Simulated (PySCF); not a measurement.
**Ionisation energy of Cr²⁺ by level of theory**

Cr²⁺ [Ar] 3d4 (5D) → Cr³⁺ [Ar] 3d3 (4F), as a difference of total energies. All numbers are calculated (PySCF 2.14, the spin-free X2C one-electron Hamiltonian (Gaussian nucleus), in x2c-SVPall (5s3p3d1f, 36 functions)). Correlated levels: valence: [Ar] frozen. The calculations carry no spin-orbit coupling.

```csv
method,ionisation energy (eV),difference from reference (eV)
UHF,30.172,-0.787
M06-L,31.215,+0.256
TPSS,31.728,+0.769
MP2 (valence),30.560,-0.399
SCS-MP2 (valence),30.301,-0.658
```

Reference: 30.959 ± 0.025 eV (measured; NIST Atomic Spectra Database, ionization energies).

The reference lies between the lowest fine-structure levels, while these numbers refer to the centres of the terms.

Errors of the correlated levels include the incompleteness of this basis and the frozen core.
